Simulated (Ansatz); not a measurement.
This geometry of BrH + GeH4O (8 atoms, charge 0, multiplicity 1) is a first-order saddle point.

Computed with RKS B3LYP-D4/def2-SVP in Ansatz 0.2.0.

```xyz
8
Properties=species:S:1:pos:R:3
Ge -0.425 -0.056 -0.768
O 0.037 -0.407 1.215
H 0.134 -1.178 -1.641
H -1.872 -0.461 -0.341
H -0.545 1.374 -1.309
H 0.976 -0.018 1.224
Br 2.221 0.708 -0.252
H -0.526 0.037 1.872
```

**Question.** Which two structures does it join? (They come from a converged band through this point; their orientation in space is the band's.)

**Answer.** Bonds broken: Ge1–O2, H6–Br7. Bonds formed: Ge1–Br7, O2–H6. BrH + GeH4O becomes BrGeH3 + H2O.

Initial state:

```xyz
8
Properties=species:S:1:pos:R:3
Ge -0.878 -0.185 -0.683
O -0.043 -0.301 0.927
H -0.041 -1.097 -1.585
H -2.320 -0.701 -0.508
H -0.873 1.281 -1.157
H 1.651 0.156 0.835
Br 2.991 0.659 0.537
H -0.486 0.188 1.634
```

Final state:

```xyz
8
Properties=species:S:1:pos:R:3
Ge -0.265 -0.238 -1.177
O -0.245 0.179 1.950
H -0.223 -0.463 -2.701
H -0.915 -1.419 -0.454
H -0.896 1.121 -0.849
H 0.646 -0.165 1.788
Br 1.999 -0.150 -0.532
H -0.101 1.135 1.974
```

**Question.** How far does it lie above each of them?

**Answer.** 0.51 eV above the first and 0.92 eV above the second. This is the barrier of this one path; another mechanism may lie lower. The orbitals stay closed-shell, which can raise the energy where a bond breaks towards radicals; this wasn't checked here.

Run time: 6.5 min on 2 threads of AMD EPYC 7R13 Processor (Zen 3), with other jobs on the host, peak memory 0.3 GiB.
